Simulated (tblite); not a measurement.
Species: F2H4S2Si2 (charge +1 and doublet state).
Atom-mapped SMILES: `[F:1][Si:2]([F:3])([SH+:4])[S:5][SiH3:6]` (hydrogens: H7 on S4; H8, H9, H10 on Si6)

Computed with GFN2-xTB (tblite), gas phase: L-BFGS steps from a force-field or distance-geometry start until the largest atomic force falls under 0.01 eV/Å.

Step 58: E = -575.4669 eV
```
atom  x, y, z in Å  |  force x, y, z in eV/Å
F1      1.1704   -0.2308    1.5306    0.010   0.001   0.053
Si2     1.2831    0.2832    0.0374   -0.005  -0.060  -0.064
F3      1.0336    1.8355    0.1435   -0.003   0.060   0.020
S4      3.1786   -0.1271   -0.8555    0.068   0.040  -0.001
S5     -0.3610   -0.5912   -1.0474    0.009  -0.014   0.000
Si6    -2.2159    0.0235    0.0961   -0.017  -0.010  -0.034
H7      3.1885   -1.4280   -0.5456    0.037  -0.040  -0.024
H8     -2.7767    0.9745   -0.8571   -0.016  -0.015   0.004
H9     -2.8063   -1.3100    0.1420   -0.051   0.031   0.018
H10    -1.6854    0.5748    1.3336   -0.031   0.006   0.028
```

Step 59: E = -575.4697 eV
```
atom  x, y, z in Å  |  force x, y, z in eV/Å
F1      1.2515   -0.3151    1.5281    0.004   0.052  -0.067
Si2     1.2626    0.2346    0.0403    0.098  -0.042   0.028
F3      0.9294    1.7701    0.1894    0.020   0.014   0.020
S4      3.1475   -0.0757   -0.9286   -0.021  -0.062   0.092
S5     -0.3700   -0.6910   -1.0057   -0.042  -0.032   0.010
Si6    -2.2139    0.0541    0.0834   -0.080  -0.040  -0.053
H7      3.2692   -1.3456   -0.5079    0.057   0.064  -0.079
H8     -2.7145    1.0026   -0.9095    0.006  -0.050   0.040
H9     -2.8736   -1.2473    0.1733   -0.014   0.085  -0.005
H10    -1.6795    0.6179    1.3146   -0.027   0.012   0.015
```

Step 60: E = -575.4719 eV
```
atom  x, y, z in Å  |  force x, y, z in eV/Å
F1      1.2514   -0.3063    1.5275    0.007  -0.012   0.040
Si2     1.2650    0.2324    0.0392    0.107  -0.010  -0.033
F3      0.9424    1.7685    0.1940    0.004   0.057   0.001
S4      3.1507   -0.0785   -0.9273   -0.022   0.075   0.033
S5     -0.3699   -0.6891   -1.0035   -0.052  -0.049  -0.005
Si6    -2.2164    0.0519    0.0811   -0.067  -0.018   0.005
H7      3.2742   -1.3433   -0.5156    0.064  -0.076  -0.031
H8     -2.7140    0.9985   -0.9118   -0.005  -0.024   0.011
H9     -2.8820   -1.2442    0.1755   -0.018   0.047  -0.016
H10    -1.6926    0.6147    1.3182   -0.018   0.009  -0.004
```

Step 61: E = -575.4743 eV
```
atom  x, y, z in Å  |  force x, y, z in eV/Å
F1      1.3213   -0.3546    1.5300    0.009  -0.007  -0.047
Si2     1.2583    0.1938    0.0446    0.143  -0.016   0.034
F3      0.8963    1.7175    0.2405   -0.005   0.060  -0.024
S4      3.1236   -0.0438   -0.9912   -0.061  -0.082   0.135
S5     -0.3781   -0.7633   -0.9602   -0.071  -0.031   0.046
Si6    -2.2235    0.0711    0.0688   -0.098  -0.008   0.012
H7      3.3438   -1.2760   -0.5020    0.056   0.070  -0.101
H8     -2.6609    1.0085   -0.9629    0.008  -0.039   0.035
H9     -2.9493   -1.1893    0.1966    0.007   0.036  -0.052
H10    -1.7227    0.6407    1.3132    0.011   0.016  -0.037
```

Q: Estimate the geometry and energy of step 62. (The exact step hangs on the optimiser's Hessian estimate; all steps are aligned on step 61, rigid shifts and turns removed.)

A: E = -575.4760 eV, largest force 0.135 eV/Å
```
atom  x, y, z in Å  |  force x, y, z in eV/Å
F1      1.3378   -0.3505    1.5351   -0.013   0.012  -0.108
Si2     1.2658    0.1949    0.0471    0.037  -0.001   0.130
F3      0.9074    1.7209    0.2399   -0.002   0.015  -0.027
S4      3.1229   -0.0482   -0.9874    0.000   0.071   0.012
S5     -0.3795   -0.7584   -0.9552   -0.035  -0.023   0.069
Si6    -2.2292    0.0704    0.0676   -0.036   0.030   0.047
H7      3.3416   -1.2758   -0.5105    0.078  -0.089  -0.034
H8     -2.6651    0.9995   -0.9669   -0.010   0.019  -0.012
H9     -2.9559   -1.1836    0.1909   -0.040  -0.064  -0.043
H10    -1.7369    0.6354    1.3167    0.022   0.029  -0.033
```

The energy changes by -0.0018 eV. The first-order estimate −F·Δx gives -0.0038 eV and the mean of the old and new forces, exact on a quadratic surface, -0.0018 eV. The step makes an angle of 69° with the force vector and moves no atom by more than 0.018 Å.

What follows is the cost of the whole relaxation. Time: 1.0 s wall. Hardware: one thread, Arm Neoverse V1 (aarch64), shared host with 32 logical CPUs at a one-minute load of 45.
